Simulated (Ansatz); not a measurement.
Cost and result up the ladder for the cluster Zn₂Br₃ (5 atoms). The state is a doublet with charge 0. Geometry: PBE-D4/def2-SVP.

```xyz
5

Zn   -0.943    0.349   -0.118
Zn    1.498   -0.574    0.167
Br    0.469    0.722   -2.022
Br   -0.186    1.523    1.745
Br   -0.837   -2.020    0.228
```

Ansatz on 4 threads of Arm Neoverse V1 on a shared host. Times are rough, and most runs start from the orbitals of an earlier one. PBE0-D4/def2-TZVP serves as the yardstick here, not as an exact answer. Differences are given only for rows in sets of like size (and for xTB, whose basis is part of the method), since another set adds its own error. Binding counts from free atoms at the same level (Zn singlet, Br doublet; other spins of the atoms weren't run), without zero-point energy or a counterpoise term.

Correlated methods freeze 45 core orbitals; core or outer-core shells of Br are correlated, in sets that lack core-valence functions. Another isomer (doublet) lies 0.65 eV lower at PBE0-D4/def2-TZVP; other spin states weren't run for this one.

Run but left out: HF/STO-3G (⟨S²⟩ 2.78, where a pure state has 0.75).

Correlated methods converge slowly with the basis.

```json
{"level": "PBE-D4/def2-SVP", "functions": "158", "wall time": "4.5 s", "binding energy per atom (eV)": "1.80", "difference from PBE0-D4/def2-TZVP (eV)": "–"}
{"level": "LDA (SPW92)/def2-TZVP", "functions": "240", "wall time": "4.6 s", "binding energy per atom (eV)": "1.98", "difference from PBE0-D4/def2-TZVP (eV)": "0.30"}
{"level": "PBE0-D4/def2-SVP", "functions": "158", "wall time": "9 s", "binding energy per atom (eV)": "1.78", "difference from PBE0-D4/def2-TZVP (eV)": "–"}
{"level": "PBE-D4/def2-TZVP (with forces)", "functions": "240", "wall time": "9.5 s", "binding energy per atom (eV)": "1.65", "difference from PBE0-D4/def2-TZVP (eV)": "-0.03"}
{"level": "RPA@PBE/def2-TZVP", "functions": "240", "wall time": "17 s", "binding energy per atom (eV)": "1.31", "difference from PBE0-D4/def2-TZVP (eV)": "-0.37"}
{"level": "MP2/def2-TZVP", "functions": "240", "wall time": "18 s", "binding energy per atom (eV)": "1.71", "difference from PBE0-D4/def2-TZVP (eV)": "0.03"}
{"level": "PBE0-D4/def2-TZVP", "functions": "240", "wall time": "19 s", "binding energy per atom (eV)": "1.68", "difference from PBE0-D4/def2-TZVP (eV)": "0.00"}
{"level": "r2SCAN-D4/def2-TZVP", "functions": "240", "wall time": "22 s", "binding energy per atom (eV)": "1.75", "difference from PBE0-D4/def2-TZVP (eV)": "0.07"}
{"level": "PBE-QIDH/def2-TZVP", "functions": "240", "wall time": "29 s", "binding energy per atom (eV)": "1.72", "difference from PBE0-D4/def2-TZVP (eV)": "0.05"}
```
